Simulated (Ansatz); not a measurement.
`[SiH3]C(Cl)[TeH]` + H–F → `FC(Cl)[TeH]` + SiH₄  (substitution at a C–Si bond)

Isolated molecules relaxed with PBE0-D4/def2-TZVP in Ansatz; ΔE leaves out vibrations. CCSD(T)/CBS adds triple-zeta CCSD(T) − MP2 to the extrapolated MP2 energy (def2 sets, frozen cores). This one scheme is used for every species. DFT in def2-TZVPP. B3LYP here is the variant with VWN-RPA as its local correlation; programs differ in this. Elements past krypton have def2 core potentials. For Te outer-core shells are correlated without core-valence functions, which leaves a few kJ/mol of doubt a bond.

`[SiH3]C(Cl)[TeH]`:

Cartesian coordinates in Å:
```
Si 0.548 -0.799 0.562
C 0.130 0.894 -0.154
Cl 1.104 1.170 -1.625
Te -1.984 1.122 -0.437
H 2.019 -0.916 0.733
H -0.126 -0.945 1.877
H 0.065 -1.837 -0.381
H 0.386 1.688 0.550
H -2.142 -0.378 -1.125
```

H–F:

```xyz
2

F     0.296    0.268    0.229
H    -0.296   -0.268   -0.229
```

`FC(Cl)[TeH]`:

Z-matrix (Å, degrees):
```
C
Cl 1 1.761
Te 1 2.170 2 113.9
F 1 1.356 2 109.7 3 -119.5
H 1 1.088 2 107.3 3 122.3
H 3 1.656 1 91.5 2 57.0
```

SiH₄:

Cartesian coordinates in Å:
```
Si 0.000 0.000 0.000
H -1.424 -0.384 0.172
H 0.225 0.455 -1.395
H 0.866 -1.172 0.284
H 0.333 1.101 0.939
```

CCSD(T)/CBS gives +99.7 kJ/mol.

Another level gave +78.7 kJ/mol. Which?
A. PBE/def2-TZVPP
B. B3LYP/def2-TZVPP
C. PBE0-D4/def2-TZVPP
D. B2PLYP/def2-TZVPP

D. B2PLYP 78.7, B3LYP 64.0, PBE0-D4 85.7, PBE 69.8 kJ/mol.

Largest T1 diagnostic among the species: 0.011.

From PBE to PBE0 (25 % exact exchange), in def2-TZVPP and without D4, ΔE moves by +8.5 kJ/mol. In def2-TZVPP, CCSD(T) changes the Hartree–Fock value by +26.9 kJ/mol (the triples alone add +2.4 kJ/mol) and MP2 by +42.5 kJ/mol.
